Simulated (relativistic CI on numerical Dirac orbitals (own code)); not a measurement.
Ti6+: calculation against measurement

Method of calculation: Dirac-Coulomb-Breit CI, KLI orbitals optimised for each configuration, model QED (radiative potential, 1s self-energy scaled to tabulated hydrogen-like ionisation energies), valence Slater integrals scaled by 0.9, P86 correlation estimate, and configurations built on the next ion tied to the tabulated ionisation energy (semi-empirical) (own radial code, finite nucleus).

CI space (outside the closed core [Ne]): 3s²3p⁴, 3s²3p³3d, 3s²3p³4s, 3s²3p³4p, 3s²3p³4d, 3s²3p³5s, 3s²3p³4f, 3s3p⁵, 3p⁶, 3s²3p²3d², 3s3p⁴3d, 3p⁴3d², 3p⁵3d, 3s3p³3d², 3s3p⁴4s, 3s²3p³5p, 3s3p⁴4p, 3s²3p³5d, 3s²3p²3d4s, 3s²3p³5f, 3s²3p³5g, 3s3p⁴4d, 3s²3p²3d4p, 3s3p⁴4f. Levels of other configurations are missing.

| Configuration | Term (tabulated) | J | Measured (cm⁻¹) | Computed | Error | Purity (%) |
| --- | --- | --- | --- | --- | --- | --- |
| 3s²3p⁴ | 3P | 2 | 0.0 | 0 | 0 | 95 |
| 3s²3p⁴ | 3P | 1 | 4534.0 | 4513 | -21 | 97 |
| 3s²3p⁴ | 3P | 0 | 5888.0 | 5840 | -48 | 95 |
| 3s²3p⁴ | 1D | 2 | 24130.0 | 23870 | -260 | 95 |
| 3s3p⁵ | 3P° | 2 | 196266.0 | 198713 | 2447 | 77 |
| 3s3p⁵ | 3P° | 1 | 200059.0 | 202459 | 2400 | 77 |
| 3s3p⁵ | 3P° | 0 | 202202.0 | 204583 | 2381 | 77 |
| 3s²3p³3d | 1D° | 2 | 325261.0 | 313893 | -11368 | 95 |
| 3s²3p³3d | 1F° | 3 | 361904.0 | 353771 | -8133 | 95 |
| 3s²3p³3d | 1D° | 2 | 407703.0 | 402270 | -5433 | 96 |
| 3s²3p³4s | 3S° | 1 | 564217.0 | 565014 | 797 | 98 |
| 3s²3p³4s | 3D° | 1 | 586092.0 | 588329 | 2237 | 96 |
| 3s²3p³4s | 3D° | 2 | 586308.0 | 588544 | 2236 | 95 |
| 3s²3p³4s | 3D° | 3 | 586998.0 | 589191 | 2193 | 99 |
| 3s²3p³4s | 1D° | 2 | 592918.0 | 595412 | 2494 | 95 |
| 3s²3p³4s | 3P° | 0 | 607538.0 | 611751 | 4213 | 98 |
| 3s²3p³4s | 3P° | 1 | 607982.0 | 612193 | 4211 | 96 |
| 3s²3p³4s | 3P° | 2 | 609116.0 | 613304 | 4188 | 93 |
| 3s²3p³4s | 1P° | 1 | 614794.0 | 619298 | 4504 | 95 |
| 3s²3p³4d | 3D° | 1 | 726277.0 | 728952 | 2675 | 98 |
| 3s²3p³4d | 3D° | 2 | 726303.0 | 728872 | 2569 | 97 |
| 3s²3p³4d | 3D° | 3 | 726424.0 | 729030 | 2606 | 98 |
| 3s²3p³4d | 3P° | 2 | 752850.0 | 758245 | 5395 | 68 |
| 3s²3p³4d | 3D° | 3 | 753393.0 | 758222 | 4829 | 56 |
| 3s²3p³4d | 3D° | 2 | 754591.0 | 759347 | 4756 | 61 |
| 3s²3p³4d | 1D° | 2 | 757984.0 | 762207 | 4223 | 85 |
| 3s²3p³4d | 1F° | 3 | 760504.0 | 764751 | 4247 | 94 |
| 3s²3p³4d | 3D° | 1 | 776122.0 | 759902 | -16220 | 77 |
| 3s²3p³4d | 1P° | 1 | 785716.0 | 757559 | -28157 | 59 |

Measured levels from Corliss and Sugar, J. Phys. Chem. Ref. Data 8, 1 (1979); pairs were made by configuration, J and term (by order where the table uses no LS term), so strongly mixed levels may be paired wrongly. Some J values or terms of the table were assigned by a fit.

Mean error by configuration (cm⁻¹): 3s²3p⁴ -110; 3s3p⁵ 2410; 3s²3p³3d -8311; 3s²3p³4s 3008; 3s²3p³4d -1308. Over the excited levels the mean absolute error is 4830 cm⁻¹ (28 of the 35 excited levels that our extract of the source holds in range could be paired, and the others can miss by more), and the median relative error of those above 1,000 cm⁻¹ is 0.69 %. Some levels of the ground configuration have no partner.
